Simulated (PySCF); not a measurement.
C₃H₁₂GeO₃SSi, SMILES O(C)[Si](OC)([S][GeH3])OC (GFN2-xTB optimised geometry):

```
21

Si    -0.558    -0.816     0.000
O     -1.026    -1.555     1.349
C     -2.338    -1.696     1.829
O      1.071    -0.816     0.000
C      1.878    -0.447     1.095
O     -1.243     0.656     0.000
C     -1.272     1.595    -1.048
S     -0.952    -1.819    -1.838
Ge     1.090    -1.558    -2.617
H     -2.828    -0.724     1.884
H     -2.273    -2.137     2.823
H     -2.912    -2.349     1.170
H      1.752     0.614     1.317
H      1.608    -1.032     1.973
H      2.912    -0.646     0.818
H     -1.547     1.111    -1.988
H     -0.294     2.067    -1.163
H     -2.016     2.349    -0.791
H      2.107    -2.419    -1.936
H      1.527    -0.122    -2.620
H      0.989    -2.002    -4.055
```

Computed with PySCF with PBE0/def2-SVP.

### Question
What are the frontier orbital energies and the dipole moment?

### Answer
HOMO-2 -8.23 eV, HOMO-1 -8.18 eV, HOMO -7.11 eV, LUMO 0.47 eV, LUMO+1 1.36 eV; dipole moment 2.29 D.

On the same geometry PBE/def2-SVP in PySCF gives HOMO-2 -6.73 eV, HOMO-1 -6.58 eV, HOMO -5.83 eV, LUMO -0.43 eV, LUMO+1 0.43 eV; dipole moment 2.24 D.

Meta-Löwdin charges at PBE0/def2-SVP: Si1 1.33, O2 -0.60, C3 -0.07, O4 -0.61, C5 -0.08, O6 -0.60, C7 -0.07, S8 -0.42, Ge9 0.39, H10 0.10, H11 0.11, H12 0.10, H13 0.10, H14 0.11, H15 0.11, H16 0.10, H17 0.10, H18 0.11, H19 -0.06, H20 -0.07, H21 -0.08.
